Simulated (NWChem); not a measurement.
System: SiHOF, singlet; SMILES O[Si]F

Input file for NWChem:

```
start job
memory heap 200 mb stack 700 mb global 900 mb
geometry units angstroms noautoz
  Si     0.621402     0.012452     0.000000
  F     -0.421107    -1.259105     0.000000
  O     -0.449328     1.276047     0.000000
  H     -1.397858     1.088559     0.000000
end
basis spherical
  * library 6-31g*
end
dft
  xc xctpssh
  iterations 150
  mulliken
end
task dft energy
```

Low-valent species are run as closed-shell singlets; no triplet was tried in these runs. Geometry: optimised at PBE0/def2-SVP.

Question: Predict the main results of this run. (TPSSh/6-31G* (spherical d).) Quantities: energy (Ha); highest occupied level (eV); orbital gap (eV); dipole (D).

Answer: 
```yaml
energy (Ha): -465.21
highest occupied level (eV): -7.06
orbital gap (eV): 5.22
dipole (D): 1.15
```
